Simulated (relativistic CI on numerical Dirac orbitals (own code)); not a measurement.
# d1 to d9 in one octahedral field

Computed with a parametric ligand-field model without spin-orbit coupling, by exact diagonalisation: B = 740, C = 3440, 10Dq = 15000 cm⁻¹ (Oh; |10Dq|/B = 20.3) for every shell. Energies in cm⁻¹; the field energy is (0.6 n_e − 0.4 n_t2) × 10Dq of the ground term; g labels are left out.

| Shell | Ground term | Electrons in e | Field energy | First spin-allowed bands | Lowest term of other spin |
| --- | --- | --- | --- | --- | --- |
| d1 | 2T2 | 0.000 | -6000 | 2E 15000 |  |
| d2 | 3T1 | 0.037 | -11439 | 3T2 13655, 3T1 23410 | 1T2 11748 |
| d3 | 4A2 | 0.000 | -18000 | 4T2 15000, 4T1 21959 | 2E 15672 |
| d4 | 5E | 1.000 | -9000 | 5T2 15000 | 3T1 5105 |
| d5 | 6A1 | 2.000 | 0 | none | 4T1 12349 |
| d6 | 1A1 | 0.076 | -34861 | 1T1 13072, 1T2 21362 | 5T2 1163 |
| d7 | 4T1 | 2.037 | -11439 | 4T2 13655, 4T1 23410 | 2E 1066 |
| d8 | 3A2 | 2.000 | -18000 | 3T2 15000, 3T1 21959 | 1E 12588 |
| d9 | 2E | 3.000 | -9000 | 2T2 15000 |  |

Low spin: d6; the other shells keep the spin of the free ion. Only d4 to d7 can choose; the field needed to pair spins is smallest for d6 and largest for d5, which loses most exchange energy. In the strong-field picture 10Dq must exceed about 6B + 5C = 21640 (d4), 7.5B + 5C = 22750 (d5), 2.5B + 4C = 15610 (d6) and 4B + 4C = 16720 (d7); mixing of terms shifts these bounds somewhat.
